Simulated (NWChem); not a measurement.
# ZnH2; SMILES [ZnH2]

Results from NWChem. Structure relaxed at the B3LYP/6-31G* (spherical d) level. B3LYP is NWChem's, with the RPA form of VWN correlation. Ions are spin-unrestricted doublets at the neutral geometry; other ion states weren't tried.

Task: Predict the results for B3LYP/def2-SVP. Quantities: vertical ionisation energy, ΔSCF (eV); −ε(HOMO) (eV).

Result: 
```yaml
vertical ionisation energy, ΔSCF (eV): 10.50
"−ε(HOMO) (eV)": 7.58
```
